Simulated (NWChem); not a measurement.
C$_{3}$H$_{5}$FSi; SMILES FC1=CC[SiH2]1

```xyz
10

F     -0.3195     2.1117     0.0000
C     -0.0016     0.8148     0.0000
C      1.2408     0.2638     0.0000
C      1.0265    -1.2474     0.0000
Si    -0.8593    -0.8659     0.0000
H      2.2146     0.7882     0.0000
H      1.4192    -1.7651    -0.9005
H      1.4192    -1.7651     0.9005
H     -1.6457    -1.2540    -1.2234
H     -1.6457    -1.2540     1.2234
```
Atoms are numbered in this order, from 1.

All runs: NWChem. Pople sets run with spherical d functions. STO-3G and 3-21G are far too small for this property and stand as cheap habits. Geometry: optimised at PBE-D3(BJ)/def2-SVP. Field at 589 nm.

| level | isotropic polarisability (bohr³) | anisotropy (bohr³) |
|---|---|---|
| B3LYP/STO-3G | 29.4 | 16.8 |
| B3LYP/6-31G* | 53.0 | 22.5 |
| B3LYP/def2-SVP | 55.9 | 21.9 |
| B3LYP/def2-SVPD | … | 21.5 |

Task: Some entries are withheld; supply them.

Result: 
- B3LYP/def2-SVPD, isotropic polarisability (bohr³): 64.3
